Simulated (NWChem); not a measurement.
CH$_{5}$AlO; SMILES C[O][AlH2]

```xyz
8

Al     0.0816    -1.1929    -0.0030
H      1.2493    -2.2565     0.0383
H     -1.4661    -1.5469    -0.0644
O      0.5628     0.4347     0.0218
C      0.0064     1.7055     0.0052
H     -1.0998     1.6943    -0.0378
H      0.2987     2.2709     0.9081
H      0.3676     2.2779    -0.8679
```
Atoms are numbered in this order, from 1.

Computed with NWChem. Pople sets run with spherical d functions. All runs use the structure optimised with PBE0/def2-SVP. Vzz is the largest principal value of the second derivative of the potential at the nucleus (NWChem prints the opposite sign); η is the asymmetry. Non-relativistic.

```json
[
 {"level": "PBE/def2-TZVP", "Vzz Al1 (a.u.)": "1.191", "η Al1": "0.28", "Vzz O4 (a.u.)": "1.519", "η O4": "0.22"},
 {"level": "PBE/def2-SVP", "Vzz Al1 (a.u.)": "0.948", "η Al1": "0.39", "Vzz O4 (a.u.)": "1.485", "η O4": "0.23"},
 {"level": "PBE0/def2-SVP", "Vzz Al1 (a.u.)": "0.999", "η Al1": "0.37", "Vzz O4 (a.u.)": "1.537", "η O4": "0.18"},
 {"level": "PBE0/6-31G*", "Vzz Al1 (a.u.)": "0.942", "η Al1": "0.29", "Vzz O4 (a.u.)": "…", "η O4": "0.19"}
]
```

Problem. Complete the blanks.

Solution. 
- PBE0/6-31G*, Vzz O4 (a.u.): 1.508
